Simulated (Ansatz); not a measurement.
Ideal-gas functions of `ClCCI` at 298.15 K and 1 bar, from an Ansatz frequency run at PBE0-D4/def2-TZVP.

Molar mass 190.41 g/mol, point group C1 (symmetry number 1), electronic degeneracy 1, moments of inertia 61.378, 434.412, 479.018 u Å². Harmonic wavenumbers (cm⁻¹, unscaled): 91, 228, 373, 532, 689, 840, 921, 1048, 1132, 1188, 1267, 1326, 1450, 1465, 3079, 3110, 3147, 3181.

Use S(trans) = R[1.5 ln M + 2.5 ln T − 1.1517]; rotational temperatures θ = 24.2544 K / I; S(rot) = R[ln(√π/σ · √(T³/θAθBθC)) + 1.5]; for each mode x = 1.438777 ν̃/T, S = R[x/(eˣ − 1) − ln(1 − e⁻ˣ)] and H = RT x/(eˣ − 1); 1 cm⁻¹ = 0.0119627 kJ/mol; R = 8.31446 J/(mol·K).

Problem. By hand: the entropy, in J/(mol·K).

Solution. Translation 174.3. Rotation: θ = 0.3952, 0.0558, 0.0506 K, giving 116.6. Vibration, mode by mode: 15.22, 7.93, 4.47, 2.44, 1.34, 0.74, 0.54, 0.32, 0.23, 0.18, 0.13, 0.10, 0.06, 0.06, 0.00, 0.00, 0.00, 0.00, in all 33.8. Electronic 0.0. Sum 324.7 J/(mol·K).

Problem. By hand: H − E and G − E in kJ/mol, counted from the electronic energy.

Solution. Zero-point energy ½ × 25067 × 0.0119627 = 149.9; thermal vibration 5.6; translation, rotation and pV give 4 RT = 9.9. H − E = 165.4 kJ/mol, and G − E = 165.4 − 298.15 × 324.7/1000 = 68.6 kJ/mol.

Vibration gives 10 % of the entropy, 15.2 J/(mol·K) of it from the mode under 150 cm⁻¹: soft modes count most, and the harmonic formula is weakest for them. The sum counts one conformer and one mirror image; others add a mixing term.
